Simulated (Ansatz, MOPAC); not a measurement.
System: GaCl2, charge 1, multiplicity 1. SMILES: [Ga+]([Cl])[Cl]

Atoms: Ga1, Cl2, Cl3. Bonds: Ga1-Cl2, Ga1-Cl3.

Bond lengths (Å) and angles (degrees) optimised at PM7 with MOPAC; MNDO with MOPAC; HF/STO-3G with Ansatz (a first-principles code); HF/3-21G with Ansatz, each started from the B3LYP-D3(BJ)/def2-TZVP structure (Ansatz) of the last column. A row stands for all coordinates that are equal there. No wavenumbers were computed at MNDO, HF/STO-3G, so these may be saddle points.

```tsv
coordinate	PM7	MNDO	HF/STO-3G	HF/3-21G	B3LYP-D3(BJ)/def2-TZVP
Ga1-Cl2	2.053	2.058	1.951	2.122	2.038
Cl2-Ga1-Cl3	180.0	180.0	180.0	180.0	180.0
```

Mean signed difference of all 2 bond lengths from B3LYP-D3(BJ)/def2-TZVP: PM7 0.015 Å, MNDO 0.020 Å, HF/STO-3G -0.087 Å, HF/3-21G 0.084 Å.
